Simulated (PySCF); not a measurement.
[Hf(OH)4], neutral singlet in the gas phase. 

Cartesian coordinates (Å):
```xyz
9

Hf    -0.1064    -0.1429     0.1182
O     -1.0903    -0.6343    -1.4830
H     -1.5814    -0.8738    -2.2771
O     -0.7115    -1.2296     1.6095
H     -0.9866    -1.7785     2.3527
O      1.7908    -0.4422    -0.1700
H      2.7339    -0.5810    -0.3134
O     -0.4148     1.7322     0.5200
H     -0.5685     2.6594     0.7341
```
Charge 0, multiplicity 1.

All levels are single points at this geometry (BP86-D3(BJ)/def2-SVP); Pople sets use spherical d functions. Orbital energies aren't observables, and empty levels follow the basis.

```
level                                   HOMO (eV)  LUMO (eV)  gap (eV)  dipole (D)  vertical IE, Delta-SCF (eV)
--------------------------------------  ---------  ---------  --------  ----------  ---------------------------
B3LYP-D3(BJ)/def2-TZVP in PySCF             -8.12      -0.23      7.89        0.05                            –
TPSSh-D3(BJ)/def2-TZVP in PySCF             -7.46      -0.13      7.32        0.05                            –
B3LYP/6-31G* (LANL2DZ on Hf) in PySCF       -7.74       0.45      8.18        0.05                         9.98
B3LYP/LANL2DZ in PySCF                      -7.87       0.47      8.35        0.07                            –
M06-2X/6-31G* (LANL2DZ on Hf) in PySCF      -9.77       0.95     10.72        0.06                            –
HF/6-31G* (LANL2DZ on Hf) in PySCF         -12.48       2.35     14.83        0.06                            –
```
